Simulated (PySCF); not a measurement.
**Dipole response of Zr⁻ (zirconium, charge -1)**

[Kr] 4d3 5s2, high-spin 4F determinant. Calculation: PySCF 2.14, in aug-cc-pVDZ-PP with ECP28MDF (5s5p4d2f, 54 functions); scalar relativity through the core potential. Coupled (time-dependent) response in atomic units; α is the mean over directions. A double-zeta set is small for polarisabilities.

| method | mean α (bohr³) | C₆ (like pair) | S(−4) |
| --- | --- | --- | --- |
| CAM-B3LYP | 481.9 | 10670 | 188700 |

S(−4) is the Cauchy moment in α(ω) = α(0) + S(−4) ω² + …

Spin-orbit coupling is absent.

α(iu) at CAM-B3LYP:

```tsv
u (hartree)	α(iu) (bohr³)
0	481.9
0.0500	273.4
0.100	141.1
0.200	60.37
0.300	35.61
0.500	17.83
0.750	10.11
1.00	6.715
1.50	3.684
2.00	2.336
3.00	1.170
5.00	0.4574
```

A single London oscillator, α(iu) = α/(1 + u²/ω²), gives C₆ = (3/4) ω α². Matching the computed C₆ needs ω = 4 × 10670 / (3 × 481.9²) = 0.0613 hartree.

For an ion, C₆ is the dispersion term alone; charge-induced terms of lower order in 1/R come first.

Energies and moments cover only the electrons outside the core potential. The outer electron is barely bound at this level, so radii and moments hang on the diffuse functions.
